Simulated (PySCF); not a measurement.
# How methods differ on the ionisation energy of Lu⁺

Lu⁺ [Xe] 4f14 6s2 → Lu²⁺ [Xe] 4f14 6s1 [6s1/2^1, M_J = 1/2], as a difference of total energies. Calculation: PySCF 2.14, in x2c-QZVPPall-2c (16s16p12d6f2g, 184 functions); the two-component X2C-1e Hamiltonian. Correlated levels: [Ar] 3d10 frozen; the 40 highest virtual spinors dropped. "Screened" scales the spin-orbit matrix elements by Boettger's factors to mimic the two-electron term; Breit and QED terms are absent.

| method | ionisation energy (eV) |
| --- | --- |
| GHF (spin-free) | 12.597 |
| GMP2 (spin-free) | 13.985 |
| GHF (screened spin-orbit) | 12.601 |
| GMP2 (screened spin-orbit) | 13.989 |

How much does correlation contribute at GMP2 (screened spin-orbit)?

13.989 − (12.601) = 1.388 eV, measured against GHF (screened spin-orbit).

For comparison: 14.13 ± 0.05 eV (semi-empirical (NIST evaluation); NIST Atomic Spectra Database, ionization energies).
